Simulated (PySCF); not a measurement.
Compound: C₅H₄F₂.
Numbering: `[CH2:1]=[C:2]=[C:3]=[CH:4][CH:5]([F:6])[F:7]` (hydrogens: H8, H9 on C1; H10 on C4; H11 on C5)

Computed by this run: PBE0-D3(BJ)/def2-SVP geometry optimisation, gas phase (PySCF 2.14.0); density fitting, grid level 1; the optimiser is geomeTRIC in internal coordinates, started from a GFN2-xTB structure with every atom displaced at random (about 0.01 Å).

At the end of the run (lengths in Å): C3=C4 1.319, C1–H9 1.095, C4–C5 1.495, C1=C2 1.317, C5–F6 1.354, C4–H10 1.097, C5–F7 1.353, C1–C2–C3 179.7°, C2–C3–C4 179.5°, F6–C5–F7 107.0°, C3–C4–C5 122.9°, C3–C4–C5–F6 117°.

**Question.** These geometries were met on the way; a selection of coordinates is given. Order them by energy above the end point, lowest first.
A. C3=C4 1.330, C1–H9 1.106, C4–C5 1.493, C1=C2 1.316, C5–F6 1.350, C4–H10 1.095, C5–F7 1.357, C1–C2–C3 172.1°, C2–C3–C4 175.6°, F6–C5–F7 107.6°, C3–C4–C5 123.0°, C3–C4–C5–F6 115°
B. C3=C4 1.262, C1–H9 1.047, C4–C5 1.527, C1=C2 1.337, C5–F6 1.373, C4–H10 1.084, C5–F7 1.343, C1–C2–C3 179.5°, C2–C3–C4 178.6°, F6–C5–F7 105.5°, C3–C4–C5 122.2°, C3–C4–C5–F6 115°
C. C3=C4 1.317, C1–H9 1.092, C4–C5 1.495, C1=C2 1.317, C5–F6 1.355, C4–H10 1.097, C5–F7 1.353, C1–C2–C3 179.5°, C2–C3–C4 179.4°, F6–C5–F7 107.1°, C3–C4–C5 124.1°, C3–C4–C5–F6 117°
D. C3=C4 1.322, C1–H9 1.097, C4–C5 1.495, C1=C2 1.319, C5–F6 1.352, C4–H10 1.097, C5–F7 1.355, C1–C2–C3 175.1°, C2–C3–C4 177.3°, F6–C5–F7 106.8°, C3–C4–C5 123.5°, C3–C4–C5–F6 116°

**Answer.** C (0.002 eV), D (0.014 eV), A (0.046 eV), B (0.216 eV).

```tsv
step	E above end (eV)	rms distance from the end, all atoms (Å)	largest force (eV/Å)	rms shift of all bonds from the end (Å)
4	0.002	0.012	0.253	0.001
2	0.014	0.053	0.254	0.001
1	0.046	0.076	0.883	0.005
0	0.216	0.041	4.845	0.028
```

Rows stand in the order of the answer.
